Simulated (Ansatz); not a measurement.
Start from `[AlH2][SiH2]S` and change one element to get `S[SiH2][GaH2]`.

Ansatz, PBE0-D4/def2-TZVP geometries, multiplicity 1. Each molecule was computed in one conformer, which needn't be the lowest.

Scalar relativity is left out up to krypton.

```csv
property,`[AlH2][SiH2]S`
HOMO energy (ωB97M-V/def2-TZVPP) / eV,-9.55
HOMO energy (PBE/def2-TZVPP) / eV,-6.15
LUMO energy (PBE0/def2-TZVPP) / eV,-2.19
HOMO energy (PBE0/def2-TZVPP) / eV,-7.37
HOMO–LUMO gap (ωB97M-V/def2-TZVPP) / eV,9.00
zero-point energy (PBE0-D4/def2-TZVP) / kJ/mol,103.8
```

(1) What does the change do to each property? (Best estimate.)

Answers

(1) Computed: 
| property | `S[SiH2][GaH2]` | shift |
| --- | --- | --- |
| HOMO energy (ωB97M-V/def2-TZVPP) / eV | -9.03 | 0.52 |
| HOMO energy (PBE/def2-TZVPP) / eV | -5.95 | 0.20 |
| LUMO energy (PBE0/def2-TZVPP) / eV | -2.15 | 0.04 |
| HOMO energy (PBE0/def2-TZVPP) / eV | -7.01 | 0.36 |
| HOMO–LUMO gap (ωB97M-V/def2-TZVPP) / eV | 8.59 | -0.41 |
| zero-point energy (PBE0-D4/def2-TZVP) / kJ/mol | 104.4 | 0.6 |
